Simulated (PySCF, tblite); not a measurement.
Species: C₆H₁₁ClSi₂.
Cartesian coordinates in Å at the GFN2-xTB level; atoms count from 1:
```
atom  x, y, z in Å
C1    -0.2627    2.5688    1.2041
C2    -0.1621    1.3761    1.0827
Si3    0.0398   -0.4545    0.8382
Si4    1.9354   -1.0072   -0.3837
C5     3.2277    0.3678   -0.1660
C6    -1.5361   -0.9350   -0.1155
Cl7   -1.5548   -2.6736   -0.4887
C8    -2.1464   -0.0393   -1.1490
C9    -2.8690   -0.3021    0.1342
H10   -0.3628    3.6105    1.3194
H11   -0.1089   -1.0402    2.1829
H12    1.6690   -1.1604   -1.8211
H13    2.5297   -2.2676    0.0848
H14    3.4864    0.5000    0.8809
H15    2.8558    1.3210   -0.5306
H16    4.1431    0.1422   -0.7047
H17   -1.6945    0.9311   -1.2950
H18   -2.5342   -0.4846   -2.0529
H19   -3.7484   -0.9276    0.1050
H20   -2.9121    0.4853    0.8719
```

Computed with PBE0/pcSseg-1 in PySCF (dipole) on a GFN2-xTB geometry, gas phase.

Take the most abundant isotopes and a rigid rotor. The values belong to one conformer with, in the numbering `[CH:1]#[C:2][Si@H:3]([SiH2:4][CH3:5])[C:6]1([Cl:7])[CH2:8][CH2:9]1`, C2–Si3–Si4–C5 26°, C2–Si3–C6–Cl7 179°.

**Question.** What are A, B and C (GHz)?

**Answer.** Ia = 419.51, Ib = 675.92, Ic = 976.71 u·Å²; 505379 MHz·u·Å²/I gives 1205, 747.7 and 517.4 MHz, that is A = 1.2047, B = 0.7477, C = 0.5174 GHz.

**Question.** What kind of rotor is it?

**Answer.** An asymmetric top. Ray's parameter κ = (2B − A − C)/(A − C) = -0.330; −1 is the prolate and +1 the oblate limit.

**Question.** What does the inertial defect say?

**Answer.** Not planar: Δ = Ic − Ia − Ib = -118.73 u·Å². For a rigid frame Δ = −2 Σ m c², so Σ m c² = 59.36 u·Å² lies off the ab plane: 17.38 from hydrogen and 41.98 from heavier atoms. The atom farthest from that plane is 2.18 Å away.

**Question.** Where do the levels up to J = 2 lie, in MHz?

**Answer.** Above 0(0,0):
J = 1: 1(0,1) 1265, 1(1,1) 1722, 1(1,0) 1952
J = 2: 2(0,2) 3728, 2(1,2) 4022, 2(1,1) 4713, 2(2,1) 6084, 2(2,0) 6151

**Question.** Predict some low-J microwave lines.

**Answer.** The dipole components are |μa| = 1.30 D, |μb| = 1.83 D, |μc| = 0.80 D. Intensities carry the squares of the components, which stand as 0.50 : 1.00 : 0.19 (a : b : c). Some lines, for components of 0.1 D or more:

```json
{"type": "b", "branch": "Q", "J(Ka,Kc)": "1(1,0) ← 1(0,1)", "MHz": "687", "lower level (cm⁻¹)": "0.042"}
{"type": "a", "branch": "Q", "J(Ka,Kc)": "4(2,2) ← 4(2,3)", "MHz": "784", "lower level (cm⁻¹)": "0.497"}
{"type": "c", "branch": "Q", "J(Ka,Kc)": "3(2,2) ← 3(1,2)", "MHz": "1076", "lower level (cm⁻¹)": "0.294"}
{"type": "a", "branch": "R", "J(Ka,Kc)": "2(1,1) ← 1(1,0)", "MHz": "2760", "lower level (cm⁻¹)": "0.065"}
{"type": "b", "branch": "Q", "J(Ka,Kc)": "4(4,0) ← 4(3,1)", "MHz": "3832", "lower level (cm⁻¹)": "0.601"}
{"type": "a", "branch": "R", "J(Ka,Kc)": "4(3,1) ← 3(3,0)", "MHz": "5238", "lower level (cm⁻¹)": "0.427"}
{"type": "c", "branch": "R", "J(Ka,Kc)": "4(1,3) ← 3(0,3)", "MHz": "6862", "lower level (cm⁻¹)": "0.243"}
{"type": "b", "branch": "R", "J(Ka,Kc)": "4(3,2) ← 3(2,1)", "MHz": "7757", "lower level (cm⁻¹)": "0.340"}
{"type": "c", "branch": "R", "J(Ka,Kc)": "4(3,2) ← 3(2,2)", "MHz": "8063", "lower level (cm⁻¹)": "0.330"}
{"type": "b", "branch": "R", "J(Ka,Kc)": "4(2,2) ← 3(1,3)", "MHz": "8235", "lower level (cm⁻¹)": "0.248"}
```

**Question.** Estimate the classical rotational partition function at 10 K, 100 K and 500 K.

**Answer.** Point group C1, symmetry number σ = 1; q = (√π/σ)·√((kT/h)³/(ABC)), k/h = 20836.6 MHz/K: 7810 at 10 K, 247000 at 100 K, 2760000 at 500 K.

Its lowest GFN2-xTB frequency is 5i cm⁻¹, too small to tell a flat minimum from a shallow saddle. Constants of a rigid frame at the computed geometry: no zero-point averaging, no centrifugal distortion. A rigid rotor knows nothing of internal rotation, which can split or shift real lines. Quadrupole hyperfine structure (35Cl) is left out.

Hardware: one thread of an Arm Neoverse V2, shared host. Cost: 76 s wall (with the writing of density and orbital grids), 1.0 GiB resident at most. This is the PBE0/pcSseg-1 job that gave the dipole, with the shieldings it also computed.
